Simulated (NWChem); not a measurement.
System: C4H5NS; SMILES c1nc(C)sc1

Here is an NWChem input.

```
start job
memory heap 200 mb stack 900 mb global 1100 mb
geometry units angstroms noautoz
  C     -0.035324    -2.248816     0.000000
  C     -0.199079    -0.758649     0.000000
  N     -1.346938    -0.144562     0.000000
  C     -1.186208     1.223906     0.000000
  C      0.099312     1.677833     0.000000
  S      1.192848     0.330228     0.000000
  H     -1.028030    -2.705012     0.000000
  H      0.511546    -2.595352     0.884662
  H      0.511546    -2.595352    -0.884662
  H     -2.066960     1.856260     0.000000
  H      0.456872     2.698113     0.000000
end
basis spherical
  * library def2-tzvp
end
dft
  xc xcamb88 1.00 lyp 0.81 vwn_5 0.19 hfexch 1.00
  cam 0.33 cam_alpha 0.19 cam_beta 0.46
  iterations 150
  semidirect filesize 400000000
  mulliken
end
task dft energy
```

Excerpt of the output:

```
             Northwest Computational Chemistry Package (NWChem) 7.3.0
             --------------------------------------------------------

 CS  symmetry detected

                             Geometry "geometry" -> ""
                             -------------------------

 Output coordinates in angstroms (scale by  1.889725989 to convert to a.u.)

  No.       Tag          Charge          X              Y              Z
 ---- ---------------- ---------- -------------- -------------- --------------
    1 C                    6.0000    -0.03393906    -2.25456534     0.00000000
    2 C                    6.0000    -0.20006060    -0.76466030     0.00000000
    3 N                    7.0000    -1.34889347    -0.15239715     0.00000000
    4 C                    6.0000    -1.19033712     1.21632440     0.00000000
    5 C                    6.0000     0.09446031     1.67229254     0.00000000
    6 S                   16.0000     1.19013525     0.32642603     0.00000000
    7 H                    1.0000    -1.02591926    -2.71233742     0.00000000
    8 H                    1.0000     0.51348063    -2.60023235     0.88466200
    9 H                    1.0000     0.51348063    -2.60023235    -0.88466200
   10 H                    1.0000    -2.07209234     1.84727876     0.00000000
   11 H                    1.0000     0.45039941     2.69313914     0.00000000

 Effective nuclear repulsion energy (a.u.)     274.8400505897

      Symmetry information
      --------------------

 Group name             Cs
 Group number              2
 Group order               2
 No. of unique centers    10

                                 NWChem DFT Module
                                 -----------------

 Summary of "ao basis" -> "ao basis" (spherical)
 ------------------------------------------------------------------------------
       Tag                 Description            Shells   Functions and Types
 ---------------- ------------------------------  ------  ---------------------
 C                         def2-tzvp                11       31   5s3p2d1f
 N                         def2-tzvp                11       31   5s3p2d1f
 S                         def2-tzvp                13       37   5s5p2d1f
 H                         def2-tzvp                 4        6   3s1p

      Symmetry analysis of basis
      --------------------------

        a'        151
        a"         71

            General Information
            -------------------
          SCF calculation type: DFT
          Wavefunction type:  closed shell.
          No. of atoms     :    11
          No. of electrons :    52
           Alpha electrons :    26
            Beta electrons :    26
          Charge           :     0
          Spin multiplicity:     1
          Use of symmetry is: on ; symmetry adaption is: on
          Maximum number of iterations: 150
          AO basis - number of functions:   222
                     number of shells:    88
          Convergence on energy requested:  1.00D-06
          Convergence on density requested:  1.00D-05
          Convergence on gradient requested:  5.00D-04

              XC Information
              --------------
                     Hartree-Fock (Exact) Exchange  1.000
                   CAM-Becke88 Exchange Functional  1.000
                      VWN V Correlation Functional  0.190 local
              Lee-Yang-Parr Correlation Functional  0.810

           Range-Separation Parameters
           ---------------------------
           Alpha           :  0.19
           Beta            :  0.46
           Gamma           :  0.33
           Short-Range HF  :     F

             Grid Information
             ----------------
          Grid used for XC integration:  medium
          Radial quadrature: Mura-Knowles
          Angular quadrature: Lebedev.
          Tag              B.-S. Rad. Rad. Pts. Rad. Cut. Ang. Pts.
          ---              ---------- --------- --------- ---------
          C                   0.70       49          13.0       434
          N                   0.65       49          10.0       434
          S                   1.00       88          11.0       590
          H                   0.35       45          13.0       434
          Grid pruning is: on
          Number of quadrature shells:   513
          Spatial weights used:  Erf1

      Superposition of Atomic Density Guess
      -------------------------------------

 Sum of atomic energies:        -604.97541196

      Non-variational initial energy
      ------------------------------

 Total energy =    -608.687392
 1-e energy   =   -1373.691309
 2-e energy   =     490.163866
 HOMO         =      -0.250185
 LUMO         =      -0.003214

      Symmetry analysis of molecular orbitals - initial
      -------------------------------------------------

  Numbering of irreducible representations:

     1 a'          2 a"

  Orbital symmetries:

     1 a'          2 a'          3 a'          4 a'          5 a'
     6 a'          7 a'          8 a'          9 a'         10 a"
    11 a'         12 a'         13 a'         14 a'         15 a'
    16 a'         17 a'         18 a"         19 a'         20 a"
    21 a'         22 a'         23 a'         24 a"         25 a'
    26 a"         27 a"         28 a'         29 a"         30 a'
    31 a'         32 a'         33 a'         34 a'         35 a"
    36 a'

     ---------------------------------------------
      Total Density - Mulliken Population Analysis
     ---------------------------------------------

    Atom       Charge   Shell Charges
 -----------   ------   -------------------------------------------------------
    1 C    6     6.53   0.86  1.12  0.55  0.66  0.16  1.27  1.42  0.44  0.01  0.03  0.00
    2 C    6     5.56   0.86  1.12  0.54  0.60  0.08  1.00  1.06  0.14  0.03  0.12  0.01
    3 N    7     7.60   0.82  1.15  0.59  0.88  0.19  1.52  1.76  0.61  0.01  0.06  0.00
    4 C    6     6.05   0.86  1.12  0.56  0.59  0.09  1.17  1.19  0.35  0.02  0.07  0.01
    5 C    6     6.23   0.86  1.12  0.56  0.64  0.09  1.16  1.33  0.38  0.02  0.06  0.01
    6 S   16    15.90   2.01  0.49  1.48  1.07  0.73  4.18  1.69  0.87  2.24  1.03  0.03  0.08  0.01
    7 H    1     0.83   0.24  0.44  0.13  0.02
    8 H    1     0.82   0.24  0.44  0.12  0.02
    9 H    1     0.82   0.24  0.44  0.12  0.02
   10 H    1     0.84   0.24  0.45  0.13  0.02
   11 H    1     0.82   0.24  0.45  0.12  0.02

   convergence    iter        energy       DeltaE   RMS-Dens  Diis-err
 ---------------- ----- ----------------- --------- --------- ---------
 d= 0,ls=0.0,diis     1   -608.2626839500 -8.83D+02  3.64D-03  1.26D+00
 d= 0,ls=0.0,diis     2   -608.2927222839 -3.00D-02  2.29D-03  6.13D-01
 d= 0,ls=0.0,diis     3   -608.3338109769 -4.11D-02  9.68D-04  2.31D-01
 d= 0,ls=0.0,diis     4   -608.3578749657 -2.41D-02  2.01D-04  3.40D-03
 d= 0,ls=0.0,diis     5   -608.3582357523 -3.61D-04  8.25D-05  5.88D-04
  Resetting Diis
 d= 0,ls=0.0,diis     6   -608.3583126002 -7.68D-05  3.54D-05  5.43D-05
 d= 0,ls=0.0,diis     7   -608.3583200299 -7.43D-06  1.67D-05  9.90D-06
 d= 0,ls=0.0,diis     8   -608.3583194255  6.04D-07  8.69D-06  1.66D-05

         Total DFT energy =     -608.358319425500
      One electron energy =    -1378.209547849552
           Coulomb energy =      551.084451043018
    Exchange-Corr. energy =      -56.073273208648
 Nuclear repulsion energy =      274.840050589682

 Numeric. integr. density =       51.999993595987

                  Occupations of the irreducible representations
                  ----------------------------------------------

                     irrep           alpha         beta
                     --------     --------     --------
                     a'               21.0         21.0
                     a"                5.0          5.0

                       DFT Final Molecular Orbital Analysis
                       ------------------------------------

 Vector   24  Occ=2.000000D+00  E=-3.441656D-01  Symmetry=a"
              MO Center=  1.8D-01,  3.2D-01, -1.4D-14, r^2= 2.8D+00
   Bfn.  Coefficient  Atom+Function         Bfn.  Coefficient  Atom+Function
  ----- ------------  ---------------      ----- ------------  ---------------
   172      0.384161   6 S  pz              175      0.260587   6 S  pz
    70     -0.250797   3 N  pz               73     -0.211568   3 N  pz
   169      0.183267   6 S  pz              163     -0.148074   6 S  pz
    76     -0.145750   3 N  pz              132      0.134953   5 C  pz
   135      0.119998   5 C  pz               39     -0.092830   2 C  pz

 Vector   25  Occ=2.000000D+00  E=-3.402335D-01  Symmetry=a'
              MO Center= -9.5D-01, -1.3D-01,  7.3D-15, r^2= 2.5D+00
   Bfn.  Coefficient  Atom+Function         Bfn.  Coefficient  Atom+Function
  ----- ------------  ---------------      ----- ------------  ---------------
    68      0.319952   3 N  px               71      0.250320   3 N  px
    74      0.225645   3 N  px              170      0.215385   6 S  px
    66     -0.204193   3 N  s                69      0.171875   3 N  py
   173      0.148911   6 S  px               72      0.141137   3 N  py
    37     -0.114225   2 C  px               75      0.114396   3 N  py

 Vector   26  Occ=2.000000D+00  E=-3.020984D-01  Symmetry=a"
              MO Center= -1.8D-01,  5.8D-01, -3.4D-15, r^2= 3.2D+00
   Bfn.  Coefficient  Atom+Function         Bfn.  Coefficient  Atom+Function
  ----- ------------  ---------------      ----- ------------  ---------------
   101      0.237607   4 C  pz              132      0.238589   5 C  pz
    39     -0.212687   2 C  pz              135      0.210120   5 C  pz
   104      0.208602   4 C  pz              172     -0.208530   6 S  pz
    42     -0.186748   2 C  pz              175     -0.163363   6 S  pz
   138      0.160661   5 C  pz               45     -0.150688   2 C  pz

[...]
```

Level: CAM-B3LYP/def2-TZVP. Coordinates come from a B3LYP/6-31G* (spherical d) optimisation.
